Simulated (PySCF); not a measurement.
Computed Raman spectrum (relative Raman activity) of a molecule C₃H₆BFO. Geometry optimised at ωB97X-D3(BJ)/def2-SVP. One conformer was computed; it need not be the lowest. Computed with ωB97X-D3(BJ)/def2-SVP in PySCF. No scaling factor is applied to the harmonic values.

| ν (cm⁻¹) | relative intensity |
|---|---|
| 98 | 5.2 |
| 384 | 2.1 |
| 556 | 2.4 |
| 714 | 2.6 |
| 1020 | 3.1 |
| 1177 | 4.3 |
| 1319 | 11 |
| 1375 | 4.7 |
| 1420 | 6.0 |
| 1442 | 7.2 |
| 1446 | 12 |
| 1719 | 26 |
| 3010 | 100 |
| 3087 | 67 |
| 3154 | 55 |
| 3193 | 59 |
| 3252 | 44 |
| 3894 | 32 |

Task: Identify the compound among the candidates.
(A) OB(F)C1CC1
(B) C=CB(F)CO
(C) FB1CCCO1
(D) C=COB(C)F

Result: B, C=CB(F)CO
